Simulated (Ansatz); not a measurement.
`B[CH]([AlH2])[SiH3]`. Charge 0, multiplicity 1. The structure was optimised at the PBE0-D4/def2-TZVP level.

```xyz
12

B    -0.107    1.197    1.332
C    -0.674    0.463    0.144
Al    0.856    0.449   -1.184
Si   -0.521   -1.375    0.062
H     0.770    0.703    1.989
H    -0.480    2.301    1.617
H    -1.553    0.874   -0.354
H     2.346    0.569   -0.676
H     0.408    0.529   -2.698
H     0.669   -1.572   -0.921
H    -0.071   -2.062    1.292
H    -1.643   -2.076   -0.603
```

**Question.** What is the dipole moment at PBE/def2-TZVPP? (Estimate.)

**Answer.** Ansatz gave: 1.71 D, with components (-1.06, -1.25, -0.50) D in this frame, pointing from negative to positive charge.

**Question.** And with r2SCAN, B3LYP, ωB97M-V? (Estimate.)

**Answer.** Computed: r2SCAN 1.70 D, B3LYP 1.66 D, ωB97M-V 1.67 D.

**Question.** Give the Mulliken charges with PBE, r2SCAN, B3LYP in def2-TZVPP. (Best estimate.)

**Answer.** Ansatz gave: 
```tsv
atom	PBE	r2SCAN	B3LYP
B1	-0.18	-0.08	-0.17
C2	-0.15	-0.29	-0.23
Al3	0.30	0.43	0.38
Si4	0.23	0.33	0.31
H5	0.01	-0.01	0.02
H6	0.01	0.00	0.02
H7	0.11	0.10	0.11
H8	-0.11	-0.15	-0.13
H9	-0.11	-0.16	-0.14
H10	-0.05	-0.09	-0.10
H11	-0.03	-0.04	-0.04
H12	-0.03	-0.05	-0.04
```

B3LYP here is the variant with VWN-RPA as its local correlation; programs differ in this.
